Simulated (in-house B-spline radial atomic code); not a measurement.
As. Computed with a B-spline radial atomic code. Model: non-relativistic spherical atom: semilocal Troullier-Martins pseudo-atom, one channel per l, against all electrons, high spin, G0W0 and RPA with empty states to l = 8, local potential for every l without a channel, a model core (radius 0 = none) keeps its share of the functional.

The core holds an angular momentum without a channel of its own, so the local potential lets valence electrons into it.

What the tables leave out is listed at the end.

The pseudopotential gives back the lowest level of each angular momentum of its own functional in the configuration it was made in; a second state of the same l is only approximately right. Exact exchange, RPA and GW see the smooth pseudo-orbitals and miss the exchange with the core, for which the functional's share stands in. The column with an uncorrelated core keeps all orbitals and exact exchange, and so separates missing core correlation from pseudisation. Only the three outermost levels and the lowest empty one were computed. RPA here is direct RPA, with no exchange kernel, and its energies carry an (l + 1/2)⁻⁴ tail. A hybrid on a potential with a model core restores only its own semilocal share of the core's exchange.

Command:
```bash
python run_psgw.py task.json out
```
Settings (lengths in bohr, energies in hartree):
```
Z                      33
electrons              33
configuration          [Ar] 3d10 4s2 4p3
generated_in           [Ar] 3d10 4s2 4p3
functional             lda,vwn
core_shells            6
radius_factor          1
core_correction        True
```

Cost of the run: 34 s on 1 thread of Arm Neoverse N1, with other jobs on the host.

Given: made with LDA VWN5; model core radius 1.28 bohr; local radius 1.68 bohr; mean-field start LDA VWN5.

Valence shells of the generating configuration: 4s, 4p.

Channel: s 1.627, p 1.981 (radii in bohr).

Computed: largest level miss in the spin-unpolarised generating configuration 0 eV; valence RPA correlation energy pseudo -0.21253 hartree; all-electron RPA polarisability, core included 27.5 bohr³; pseudo-atom RPA polarisability 28.019 bohr³.

```
          level  occupied  mean-field all-electron (eV)  mean-field pseudo minus all (eV)  G0W0 all-electron (eV)  G0W0 uncorrelated core minus all (eV)  G0W0 pseudo minus all (eV)  exchange self-energy all-electron (eV)  exchange self-energy pseudo (eV)
          4p up         1                       -5.9955                            -0.001                 -9.6794                                  0.148                      -0.148                                 -16.425                           -14.273
4p down (empty)         0                       -4.0904                            -0.002                 -1.1531                                  0.162                      -0.452                                 -4.2891                           -2.2752
```

Task: What is the valence RPA correlation energy all-electron orbitals?

Result: -0.18277 hartree.

Given: mean-field start PBE0.

Computed: valence RPA correlation energy all-electron orbitals -0.16591 hartree; valence RPA correlation energy pseudo -0.18991 hartree; all-electron RPA polarisability, core included 23.291 bohr³.

| level | occupied | mean-field all-electron (eV) | mean-field pseudo minus all (eV) | G0W0 all-electron (eV) | G0W0 uncorrelated core minus all (eV) | G0W0 pseudo minus all (eV) | exchange self-energy all-electron (eV) | exchange self-energy pseudo (eV) |
| --- | --- | --- | --- | --- | --- | --- | --- | --- |
| 4p up | 1 | -7.1338 | 0.019 | -9.9925 | 0.152 | 0.035 | -16.38 | -14.262 |
| 4s down | 1 | -13.452 | 0.21 | -16.339 | 0.474 | 0.324 | -16.195 | -12.253 |
| 4p down (empty) | 0 | -2.6294 | -0.011 | -0.81084 | 0.158 | -0.144 | -3.9153 | -2.1593 |

Task: What is the pseudo-atom RPA polarisability?

Result: 24.084 bohr³.

Among the listed levels the largest G0W0 shift of the pseudo-atom is -0.45 eV, for 4p down (empty) on the LDA VWN5 start, while leaving the core uncorrelated moves that level by +0.16 eV. So pseudisation and the lost core exchange, not the missing core correlation, make the error. Not in the tables (levels of low weight, unsolved or above zero; the highest and the empty levels are kept at any weight): on LDA the G0W0 levels 4s down (pseudo minus all -0.37 eV, weights 0.74 and 0.77), 4s up (pseudo minus all +0.21 eV, weights 0.07 and 0.06); on PBE0 the G0W0 levels 4s up (pseudo minus all +0.32 eV, weights 0.30 and 0.34); no Hartree-Fock pseudo-atom is run with a model core.
